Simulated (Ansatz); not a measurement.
`C[Si]C` + CH₃OH → `CO[Si]C` + CH₄ at 298.15 K and 1 bar (ligand exchange at the Si–C bond).

Gas-phase electronic energies from Ansatz, PBE0-D4/def2-TZVP geometries. CBS: MP2 limit from def2 TZ/QZ plus the TZ coupled-cluster correction, frozen cores. This one scheme is used for every species. Each species was taken in one conformer, which may not be the lowest.

```
  species  CCSD(T)/CBS energy (Eh)  H − E (kJ/mol)  S (J/(mol·K))
 `C[Si]C`               -368.74530           203.3          296.5
    CH₃OH               -115.61712           146.3          238.2
`CO[Si]C`               -443.95718           223.9          329.3
      CH₄                -40.46206           127.4          186.2
```

H − E and S are ideal-gas, rigid-rotor, harmonic terms from PBE0-D4/def2-TZVP, for one conformer and one mirror image of each species. 1 Eh = 2625.50 kJ/mol, R = 8.31446 J/(mol·K).

Problem. By hand: ΔE, ΔH, ΔS and ΔG.

Solution. ΔE = (-443.95718) + (-40.46206) − (-368.74530) − (-115.61712) = -0.05682 Eh = -149.2 kJ/mol. Δ(H − E) = 223.9 + 127.4 − 203.3 − 146.3 = 1.7, so ΔH = -147.5 kJ/mol. ΔS = 329.3 + 186.2 − 296.5 − 238.2 = -19.2 J/(mol·K). ΔG = -147.5 − 298.15 × (-19.2)/1000 = -141.8 kJ/mol.

Problem. By hand: the equilibrium constant, and the temperature at which ΔG would vanish if ΔH and ΔS stayed fixed.

Solution. log₁₀ K = −ΔG/(RT ln 10) = 24.8. ΔG = 0 at ΔH/ΔS = 7682 K, far beyond where these terms or the molecules hold.

ΔH outweighs TΔS. A doubt of 5 kJ/mol in ΔE shifts log₁₀ K by 0.9 here. Other conformers and mirror images would add mixing entropy, several J/(mol·K) or more a flexible species. Modes under 60 cm⁻¹, often nearly free rotors, make the harmonic entropy too high. These are equilibria of isolated gas molecules and say nothing of rates. Largest T1 diagnostic: 0.014 (customary marks: 0.02 for closed shells, 0.045 for open ones).
